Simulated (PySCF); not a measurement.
**Gas-phase XPS of `F[Si-2](F)(F)(F)(F)F`, computed**

Species: SiF6 (charge -2).
Structure used (GFN2-xTB), in Å, numbered top down from 1:
```
atom  x, y, z in Å
F1     0.2822   -0.5772   -1.5884
Si2    0.0005    0.0006   -0.0040
F3     1.4849    0.8480   -0.0490
F4    -0.7997    1.3687   -0.6449
F5     0.8006   -1.3671    0.6381
F6    -0.2814    0.5789    1.5803
F7    -1.4837   -0.8469    0.0407
```

The calculation used delta-SCF UKS SCAN, pcX-2 on the ionised atom, pcseg-1 elsewhere, spin-free X2C (PySCF). Binding energies are ΔSCF values: E(core-ionised, relaxed orbitals) − E(ground state) at a fixed geometry, referred to the vacuum level.

Q: What binding energy does each computed site have?

A: 
```tsv
atom(s)	bonded to	level	binding energy (eV)	2p1/2 (eV)	count
Si2	6 F	Si 2p3/2	98.27	98.90	1
F1 (×6)	Si	F 1s	680.59	–	6
Si2	6 F	Si 1s	1838.97	–	1
```

Q: What is the longest wavelength that can ionise F 1s of F1 (×6) vertically?

A: λ = hc/E = 12398.42 eV Å / 680.59 eV = 18.217 Å.

Q: Express the binding energy of F 1s of F1 (×6) in atomic units and per mole.

A: 680.59 eV = 25.0112 Eh = 65667 kJ/mol.

The first atom of each set that the bonding makes equivalent was ionised and stands for the set. The 2p values aren't plain energy differences: one relaxed spin-free 2p hole is combined with a matrix within the shell (ground-state 2p orbital-energy differences and spin–orbit coupling). 2p3/2, the mean of its two sublevels, lies a third of the splitting below the shell's mean and 2p1/2 two thirds above it; the statistical areas are 2:1. 2p1/2 minus 2p3/2 (ligand field included): Si 0.63 eV. The species carries charge -2, so core ionisation leaves charge -1. The basis sets have no added diffuse functions. Whether so highly charged an anion holds all its electrons in the gas phase wasn't checked; a finite basis holds them in any case. No counter-ion or solvent screens the charge of this multiply charged ion.
